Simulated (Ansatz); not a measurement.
`C[SiH](F)I` → `[CH2]` (triplet) + `F[SiH2]I` at 600 K and 1 bar (formal loss of a carbene).

Calculated with Ansatz (gas phase, PBE0-D4/def2-TZVP geometries, no zero-point term in ΔE). CCSD(T)/CBS is the MP2 limit (def2-TZVPP, def2-QZVPP) plus CCSD(T) − MP2 in def2-TZVPP, frozen cores. This one scheme is used for every species. Triplets are unrestricted, without spin–orbit coupling. Elements past krypton have def2 core potentials. For I outer-core shells are correlated without core-valence functions, which leaves a few kJ/mol of doubt a bond.

| species | CCSD(T)/CBS energy (Eh) | H − E (kJ/mol) | S (J/(mol·K)) |
| --- | --- | --- | --- |
| `C[SiH](F)I` | -726.89319 | 180.6 | 412.5 |
| `[CH2]` (triplet) | -39.09499 | 66.5 | 220.8 |
| `F[SiH2]I` | -687.61044 | 90.2 | 351.4 |

H − E and S are ideal-gas, rigid-rotor, harmonic terms from PBE0-D4/def2-TZVP, for one conformer and one mirror image of each species, with the whole ground term of open shells counted as degenerate. 1 Eh = 2625.50 kJ/mol, R = 8.31446 J/(mol·K).

Task: By hand: ΔE, ΔH, ΔS and ΔG.

Result: ΔE = (-39.09499) + (-687.61044) − (-726.89319) = 0.18776 Eh = 493.0 kJ/mol. Δ(H − E) = 66.5 + 90.2 − 180.6 = -23.9, so ΔH = 469.1 kJ/mol. ΔS = 220.8 + 351.4 − 412.5 = 159.7 J/(mol·K). ΔG = 469.1 − 600 × (159.7)/1000 = 373.3 kJ/mol.

Task: By hand: the equilibrium constant, and the temperature at which ΔG would vanish if ΔH and ΔS stayed fixed.

Result: log₁₀ K = −ΔG/(RT ln 10) = -32.5. ΔG = 0 at ΔH/ΔS = 2937 K, far beyond where these terms or the molecules hold.

The number of gas molecules changes by +1, which sets the sign of ΔS. A doubt of 5 kJ/mol in ΔE shifts log₁₀ K by 0.4 here. Other conformers and mirror images would add mixing entropy, several J/(mol·K) or more a flexible species. A triplet takes part, so the spin changes. These are equilibria of isolated gas molecules and say nothing of rates. Largest T1 diagnostic: 0.011 (customary marks: 0.02 for closed shells, 0.045 for open ones).
